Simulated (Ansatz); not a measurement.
Total energies of ClHSb, SMILES `[Cl][SbH]` radical.

```xyz
3

Cl   -1.313   -0.126   -1.067
Sb    0.880   -0.235   -0.240
H     0.434    0.362    1.307
```

Total charge 0; spin multiplicity 2. Correlated methods include outer-core shells of Sb, which these sets cover unevenly. Sb: def2 effective core potential. All single points use the PBE0-D4/def2-TZVP geometry. Basis def2-TZVPP, the Gaussian-basis code of Ansatz.

RPA on PBE orbitals: Hartree–Fock energy of these orbitals -699.35241 Eh, correlation -0.77590 Eh (frozen core).

```tsv
functional	energy without D4 (Eh)	D4 term (kJ/mol)
LDA (SPW92)	-699.21459	–
PBE	-700.88868	-5.9
revPBE	-701.04679	-14.7
r2SCAN	-701.14573	-1.1
PBE0	-700.93608	-4.9
B3LYP	-701.18094	-9.9
r2SCANh	-701.13167	-1.3
r2SCAN0	-701.11121	-1.5
HSE06 (plane-wave form)	-700.92671	-4.7
BHLYP	-701.01649	-9.3
LC-ωPBE	-700.98534	–
ωB97X-V	-700.99005	–
B2PLYP	-700.74122	–
PBE-QIDH	-700.64930	–
```

Problem. Give the same for BLYP, B97M-V, CAM-B3LYP, ωB97M-V. (Estimate.)

Solution. The calculation gave: 
```csv
functional,energy without D4 (Eh),D4 term (kJ/mol)
BLYP,-701.03184,-12.8
B97M-V,-700.96030,–
CAM-B3LYP,-701.08408,-5.1
ωB97M-V,-701.01725,–
```

B3LYP takes the VWN-RPA correlation (the form of Gaussian; ORCA's B3LYP/G). HSE06 is the plane-wave form, built on full-range PBE exchange. The double hybrids freeze the cores in their second-order part.

LC-ωPBE has ω = 0.4 bohr⁻¹.
